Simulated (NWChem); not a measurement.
# Atomisation of F5Te

```xyz
6

F      1.9265     0.0000    -0.1798
Te     0.0000     0.0000    -0.1700
F      0.0000    -1.9265    -0.1800
F      0.0000     1.9265    -0.1800
F      0.0000     0.0000     1.7019
F     -1.9265     0.0000    -0.1798
```
Charge 0, spin multiplicity 2.

The numbers come from NWChem runs, not from measurements. All single points use one geometry, from UPBE0/def2-SVP with def2 effective core potentials on Te, a minimum by its harmonic frequencies.

Basis set: def2-SVP. The atomisation energy is electronic alone: no zero-point, thermal, spin-orbit or counterpoise terms. No value is extrapolated to the basis-set limit. Free atoms are single determinants with multiplicities F 2, Te 3. Correlated methods freeze the same cores in atoms and molecule, 9 orbitals in all.

| method | atomisation energy (kcal/mol) |
|---|---|
| HF | 151.5 |
| CAM-B3LYP | 371.8 |
| PBE0 | 362.5 |
| BHandHLYP | 308.9 |
| MP2 | 355.6 |
| TPSS | 394.6 |
| B3LYP | 367.2 |
| PBE | 415.6 |

The values span 264.1 kcal/mol, from HF (lowest) to PBE (highest). 

Effective core potentials replace the inner electrons of Te; spin-orbit coupling is left out. B3LYP has NWChem's definition, with VWN1-RPA local correlation. The structure started from a generated list of species. The unpaired electrons of the parent sit in orbitals of symmetry a1 (C2v labels of the run); other states weren't searched. No SCF solution was tested for a lower state. Open-shell Hartree-Fock references start from PBE0 orbitals.
